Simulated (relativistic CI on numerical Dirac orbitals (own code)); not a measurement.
Method of calculation: Dirac-Coulomb-Breit CI, orbitals from a KLI potential per configuration, model QED, unscaled Slater integrals (own radial code, finite nucleus).

The strongest absorption lines from the ground level of an ion, among the configurations computed and to levels below about 20800 eV (vacuum wavelength in Å, gf): 0.5975 (0.039), 0.6017 (0.026), 0.6603 (0.091), 0.6705 (0.064), 0.8544 (0.32), 0.8964 (0.27), 4.9471 (0.31), 54.538 (0.012).

Question: Which ion is it?
A. Tl76+
B. Tl80+
C. Tl78+
D. Tm66+

Answer: C. Tl78+ has 3 electrons and the ground level 2s 2S_1/2; the strongest line goes to 3p 2P°_3/2. The pattern of lines fixes the number of electrons, and along that sequence the line energies rise steadily with the charge (about as its square where n changes within one kind of shell, about linearly where n is kept but much faster in heavy ions where fine structure, which grows about as Z⁴, sets the gap, and irregularly where shells cross), which fixes Z. Configurations outside the model, such as inner-shell arrays, can give stronger lines. At this charge energies of transitions that change n are usually good to better than 1 %, and those within a shell (Δn = 0) to a few per cent.
